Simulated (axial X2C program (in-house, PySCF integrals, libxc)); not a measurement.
**Bond lengths and stretching modes, held linear, of FSbF⁻**

Calculated with an axial X2C code built on PySCF integrals: two-component X2C with atomic mean-field Coulomb and Gaunt terms, Gaussian nuclei, basis F dyall-av3z, Sb dyall-v3z with contracted cores. Spin-free rows use the one-electron spin-free X2C Hamiltonian.

Masses F 18.998, Sb 120.904, F 18.998 u. States: 2c Ω = 1 (beyond evenly filled blocks: ω = -1/2, ω = 3/2); spin-free M_S = 1, Λ = 0 (beyond evenly filled blocks: π+α, π-α).

PBE0, 2c: energies above the lowest point

| r(F–Sb) (Å) | r(Sb–F) (Å) | E (meV) |
| --- | --- | --- |
| 2.0719 | 2.0719 | 30.86 |
| 2.0719 | 2.1250 | 12.50 |
| 2.0719 | 2.1781 | 20.51 |
| 2.1250 | 2.0719 | 12.50 |
| 2.1250 | 2.1250 | 0.00 |
| 2.1250 | 2.1781 | 13.60 |
| 2.1250 | 2.2313 | 47.16 |
| 2.1781 | 2.0719 | 20.51 |
| 2.1781 | 2.1250 | 13.60 |
| 2.1781 | 2.1781 | 32.55 |
| 2.2313 | 2.1250 | 47.16 |
| 2.2313 | 2.2313 | 114.73 |

**Question.** Fit a quadratic surface with cubic terms in each bond: where is the minimum, and what are the two stretching wavenumbers?

**Answer.** At PBE0, 2c: bonds 2.122 and 2.122 Å; harmonic stretches 373.3 and 400.2 cm⁻¹; force constants 1.49, 1.49 and coupling 0.30 mdyn/Å.

The other levels and Hamiltonians give:

| Hamiltonian | level | r(F–Sb) (Å) | r(Sb–F) (Å) | lower stretch (cm⁻¹) | upper stretch (cm⁻¹) |
| --- | --- | --- | --- | --- | --- |
| 2c | HF | 2.118 | 2.118 | 340.6 | 398.8 |
| 2c | LDA | 2.105 | 2.105 | 393.3 | 407.4 |
| 2c | MP2 | 2.126 | 2.126 | 379.4 | 404.7 |
| spin-free | PBE0 | 2.121 | 2.121 | 373.8 | 401.0 |
| spin-free | HF | 2.117 | 2.117 | 341.1 | 399.7 |
| spin-free | LDA | 2.104 | 2.104 | 393.8 | 408.4 |
| spin-free | MP2 | 2.125 | 2.125 | 379.8 | 405.4 |

Each state is one determinant, the lowest of a limited PBE0 search; the stretches come from a fit to these few points and carry an uncertainty of a few per cent. Other orders of the atoms were not compared. MP2 freezes inner shells (threshold -2 hartree). For an anion the highest level of a functional can be positive, and the basis then holds the extra electron. The molecule was held linear; bending was not examined, so a bent shape may lie lower. Open-shell Ω = 0 determinants with evenly filled partner blocks cannot be reached by this program, so the Ω shown need not be the lowest component. Note: several unpaired electrons, one determinant need not be a pure state.
